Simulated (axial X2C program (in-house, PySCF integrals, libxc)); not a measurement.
# Worked dissociation energy of BSe: CCSD, without spin–orbit coupling

All values were computed with an axial X2C code built on PySCF integrals. Spin-free means the one-electron spin-free X2C Hamiltonian. Basis: Se dyall-cv3z [8s9p6d4f1g], B dyall-v3z [7s6p2d1f] (cores contracted in-house); Gaussian nuclei, density fitting, unrestricted open shells. Masses: Se 79.917 u, B 11.009 u.

Molecular state: M_S = 1/2, Λ = 0 (beyond evenly filled blocks: σα).

Correlated methods: 9 electrons correlated (number of frozen shells: Se 3 s, 2 p, 1 d; B 1 s), 191 virtual spin orbitals or spinors in MP2, 89 natural virtuals in coupled cluster.

- E(Se) (2M_S = 2, M_L = 0): -2428.269310 hartree
- E(B) (2M_S = 1, M_L = 0): -24.605281 hartree
- E(BSe) at Re: -2453.036842 hartree
- ωe: 989.1 cm⁻¹
- ωexe: 5.44 cm⁻¹

(1) Work out De and D0.

One determinant describes the state; a PBE0 search over occupations chose it and may have missed a lower one. De is counted from the lowest determinant-based energies of the atoms at the same level, without counterpoise correction. CCSD ran in a truncated set of natural virtual spinors with an MP2 remainder; without triples it tends to underbind. The determinant is spin-polarised beyond a pure state at some levels (its spin-free form has ⟨S²⟩ too high), which makes Re and μ there less reliable. Spin-free De lacks the spin–orbit lowering of the heavy p-block atom, a tenth of an eV or more for 4p and 5p, up to an eV for 6p and one to two eV for 7p atoms, less what an open-shell molecule gains itself.

Each atomic determinant is the lowest at this level and need not be a pure term. Totals compare only within one Hamiltonian and basis.

Results:

(1) De = -2428.269310 + (-24.605281) − (-2453.036842) = 0.16225 hartree = 4.415 eV. The zero-point energy is ωe/2 − ωexe/4 = 493 cm⁻¹ = 0.061 eV, so D0 = 4.354 eV.
